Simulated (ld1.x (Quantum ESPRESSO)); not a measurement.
## Before and after: TM potential for Sn

| Quantity | Value |
| --- | --- |
| Element | tin |
| Generator | ld1.x (Quantum ESPRESSO) 7.5 |
| Type | norm-conserving Troullier–Martins (Kleinman–Bylander form) |
| Functional | PBE |
| Relativity | scalar-relativistic |
| Frozen core | [Ar] 3d10 |
| Valence charge | 22 |
| Reference configuration | 4s2 4p6 4d10 5s1 5p3 |
| Partial waves | 4s (bound): rc 0.75 bohr; 4p (bound): rc 1.35 bohr; 4d (bound): rc 1.10 bohr |
| Local potential | the d channel |
| Core correction | none |

Occupied shells without a wave of their own: 5p, 5s. They enter only through the test configuration that unscreens the potential.

Change: wave 4s (bound): rc 0.75 bohr becomes 4s (bound): rc 0.90 bohr.

Cutoffs: the cutoffs (Ry, on a coarse ladder) from which the occupation-weighted sum of valence levels, in a spherical-Bessel basis at the reference potential, stays within 10 and 1 mRy of its value at 400 Ry; they do not see the model core or the augmentation charge, which bear on the density cutoff. Errors are all-electron minus pseudo energies relative to the spin-unpolarised reference configuration.

Q: How do hardness, ghosts and transferability respond?

A: Of the 7 tests that both files solve, the error grows in 1 and shrinks in 2 by more than 15 % and 0.3 meV (median size 67.3 → 79.9 meV); neither file shows a bound ghost.

| quantity | base | changed |
| --- | --- | --- |
| cutoff, loose | 260 Ry | 180 Ry |
| cutoff, tight | over 300 Ry | 300 Ry |
| loose cutoff by channel (10 mRy a level) | s 180 Ry, p 40 Ry, d 80 Ry | s 160 Ry, p 40 Ry, d 80 Ry |
| bound ghosts | none | none |
| largest miss of a reference level, eV | 0.13 | 0.13 |
| error for 4s2 4p6 4d10 5s2 5p2, meV [ΔE -6.98 eV] | +23 | +15 |
| error for 4s2 4p6 4d10 5s2 5p1, meV [ΔE -0.10 eV] | -144 | -153 |
| error for 4s2 4p6 4d10 5s2 5p0, meV [ΔE 13.85 eV] | -412 | -421 |
| error for 4s2 4p5 4d10 5s2 5p2, meV [ΔE 90.54 eV] | -67 | -80 |
| error for 4s2 4p6 4d10 5s0 5p4, meV [ΔE 7.21 eV] | -14 | -4.8 |
| error for 4s2 4p6 4d10 5s0 5p0, meV [ΔE 85.95 eV] | -1238 | -1223 |
| error for 4s2 4p6 4d10 5s2 5p2.3, meV [ΔE -7.83 eV] | +55 | +47 |
| s: phases at 1.50 bohr within 0.05 rad from the reference energy up to (Ry; the scan ends near 5) | 1.0 | 1.0 |
| p: phases at 1.50 bohr within 0.05 rad from the reference energy up to (Ry; the scan ends near 5) | 1.9 | 1.9 |
| d: phases at 1.50 bohr within 0.05 rad from the reference energy up to (Ry; the scan ends near 5) | to the end of the scan | to the end of the scan |

Base: The 5p, 5s levels have no wave, so the channel is fitted at the deeper level alone: the likely source of the large errors. Changed file: The 5p, 5s levels have no wave, so the channel is fitted at the deeper level alone: the likely source of the large errors.
